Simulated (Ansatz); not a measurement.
H4Se3Sn (`[SeH][SnH]([SeH])[SeH]`) from Hartree–Fock to CCSD(T)

```xyz
8

Se   -1.0072    0.4101   -2.2390
Sn   -0.3903    0.2467    0.2041
Se    1.1340    2.1871    0.7307
Se    0.7563   -1.9921    0.4523
H    -1.6316   -0.9212   -2.2114
H    -1.7288    0.3759    1.2563
H     2.1944    1.6177   -0.1117
H     0.6733   -1.9242    1.9188
```

The species carries charge 0 and has multiplicity 1. Correlated methods include outer-core shells of Se, Sn, which these sets cover unevenly. Scalar relativity is left out up to krypton. Sn takes the def2 core potential. Geometry: relaxed with PBE0-D4/def2-TZVP. It is one conformer, not always the lowest. Frozen core, restricted reference, Ansatz 0.2.0.

```
     basis      HF (Eh)  MP2 corr.
  def2-SVP  -7414.40151   -0.82070
def2-TZVPP  -7415.30760   -1.14494
def2-QZVPP  -7415.45197   -2.27158
```

Q: Estimate the CCSD correlation energy and the (T) correction in each basis where they were run (hartree).

A: 
```
   basis  CCSD corr.       (T)
def2-SVP    -0.84646  -0.02358
```
